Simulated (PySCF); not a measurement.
# Nuclear quadrupole coupling in `[H]/N=C(/C=C)C(F)=C(F)F`

Compound: C5H4F3N.
Z-matrix (Å and degrees, GFN2-xTB geometry), rows numbered from 1:
```
C 
C   1  1.3275
C   2  1.4660  1  121.93
N   3  1.2650  2  119.56  1     0.16
C   3  1.4869  2  115.10  1  -179.89
F   5  1.3493  3  117.06  2     0.04
C   5  1.3363  3  127.24  2  -179.96
F   7  1.3233  5  124.90  3     0.01
F   7  1.3211  5  124.82  3  -179.99
H   1  1.0765  2  120.25  3    -0.00
H   1  1.0760  2  121.76  3   180.00
H   2  1.0800  1  121.27  3  -179.89
H   4  1.0132  3  117.75  2  -179.91
```

Field gradients from the B3LYP/pcJ-1 density (PySCF, non-relativistic), principal values in atomic units, ordered |Vxx| ≤ |Vyy| ≤ |Vzz|:

| atom | Vxx | Vyy | Vzz |
| --- | --- | --- | --- |
| N4 | 0.3640 | 0.5876 | -0.9516 |

Q: Find the asymmetry η = (Vxx − Vyy)/Vzz and the couplings χ = eQV/h (234.96 MHz × Q in barn × V in au), with Q(14N) = 0.02044 b.

A: 
```csv
atom,environment,nucleus,η,χzz (MHz),χxx (MHz),χyy (MHz)
N4,imine nitrogen,14N,0.24,-4.570,1.748,2.822
```

The tensor is traceless: Vxx + Vyy + Vzz = 0.

Q: What is Vzz at N4 in SI units (1 au = 9.71736 × 10²¹ V/m²)?

A: -0.9516 au = -9.247 × 10²¹ V/m².

Q: And the gradient at the other heavy atoms, for which no coupling is worked out here?

A: 
```
atom           environment  Vzz (au)     η
  C1  terminal =CH2 carbon     0.411  0.25
  C2      alkene CH carbon     0.266  0.72
  C3          imine carbon     0.316  0.82
  C5    vinylic C–F carbon     0.467  0.17
  F6        vinyl fluorine     3.088  0.04
  C7           =CF2 carbon     0.477  0.34
  F8        vinyl fluorine     2.902  0.05
  F9        vinyl fluorine     2.934  0.08
```

Q: What couplings would deuterons (Q(2H) = 0.00286 b) have in place of the hydrogens, at this geometry?

A: 
| atom | bonded to | bond length (Å) | Vzz (au) | η | χzz (kHz) |
| --- | --- | --- | --- | --- | --- |
| H10 | C1 | 1.077 | 0.3168 | 0.02 | 213 |
| H11 | C1 | 1.076 | 0.3255 | 0.03 | 219 |
| H12 | C2 | 1.080 | 0.3100 | 0.09 | 208 |
| H13 | N4 | 1.013 | 0.3810 | 0.01 | 256 |

The structure is a single GFN2-xTB conformer in the gas phase; no vibrational or solvent corrections. GFN2-xTB bond lengths can be off by several hundredths of an ångström, more for odd bonds, and the gradients follow them. With a basis this small, the couplings can be 20 % off.

These values come from a run that also computed spin–spin couplings. Time: 55 s; peak memory 1.2 GiB. Hardware: one thread, Arm Neoverse V2 (aarch64), shared host with 96 logical CPUs at a one-minute load of 32.
